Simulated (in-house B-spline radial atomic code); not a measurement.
A fraction x of an electron is removed from 4d in Sn⁴⁺, starting from [Kr] 4d10 and keeping the highest spin. All numbers are computed (scalar-relativistic (X2C) r2SCAN0, spin-polarised, spherical fractional occupations; Fermi nucleus of rms radius 4.6519 fm) with a radial B-spline atomic code at the basis-set limit, not measured.

Caution: exact exchange at fractional occupations of open shells leaves self-interaction of up to several eV.

```tsv
x	E(x) - E(0) (eV)	4d down level (eV)
0	0.0000	-70.819
0.1	7.1663	-72.509
0.17	12.2836	-73.698
0.37	27.3644	-77.117
0.45	33.5888	-78.494
0.5	37.5351	-79.358
0.54	40.7233	-80.050
0.72	55.4138	-83.182
0.83	64.6698	-85.110
0.88	68.9472	-85.989
1	79.3929	-88.107
```

The exact functional would give a straight line between the two integer points. Deviations E(x) - E(0) - x[E(1) - E(0)], in eV: -0.773 at x = 0.1, -1.213 at x = 0.17, -2.011 at x = 0.37, -2.138 at x = 0.45, -2.161 at x = 0.5, -2.149 at x = 0.54, -1.749 at x = 0.72, -1.226 at x = 0.83, -0.919 at x = 0.88.

The curve lies below the straight line by up to 2.161 eV (at x = 0.5): convex, the delocalisation error, to which spherically averaged exact exchange adds.

Q: How well does Slater's transition state (minus the level at half occupation) give the ionisation energy?

A: It gives 79.358 eV against 79.393 eV from the two total energies; NIST lists 77.03 eV, ground level to ground level. The end point has an open shell averaged over its orbitals, so its exact exchange keeps a self-interaction and this is no true integer point.
